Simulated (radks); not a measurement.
Q: The mean radii <r> (bohr) of the occupied orbitals of an atom or ion are listed with their occupations. Calculated with a radial shooting solver on a logarithmic mesh with Libxc functionals: scalar-relativistic Kohn-Sham, PBE, spin-polarised, spherical densities, point nucleus.

| orbital | occ. | <r> |
|---|---|---|
| 1s up | 1 | 0.02781 |
| 1s down | 1 | 0.02781 |
| 2s up | 1 | 0.1198 |
| 2s down | 1 | 0.1198 |
| 2p up | 3 | 0.1048 |
| 2p down | 3 | 0.1048 |
| 3s up | 1 | 0.3221 |
| 3s down | 1 | 0.3221 |
| 3p up | 3 | 0.3202 |
| 3p down | 3 | 0.3202 |
| 3d up | 5 | 0.2968 |
| 3d down | 5 | 0.2968 |
| 4s up | 1 | 0.7646 |
| 4s down | 1 | 0.7645 |
| 4p up | 3 | 0.8213 |
| 4p down | 3 | 0.8206 |
| 4d up | 5 | 0.9737 |
| 4d down | 5 | 0.9670 |
| 5s up | 1 | 2.036 |
| 5s down | 1 | 2.023 |
| 5p up | 3 | 2.462 |

Name the element and its charge. Open shells, if any, are filled with parallel spins first.

A: Z = 52, tellurium, charge +1: Te+ in [Kr] 4d10 5s2 5p3. The 1s radius gives Z: for a bare nucleus <r> = (2 gamma + 1)/(2Z) with gamma = sqrt(1 - (Z/c)^2), 0.02741 bohr for Z = 52, and screening makes it slightly larger (0.02781 here). The occupations add up to 51, and the charge is Z minus that.
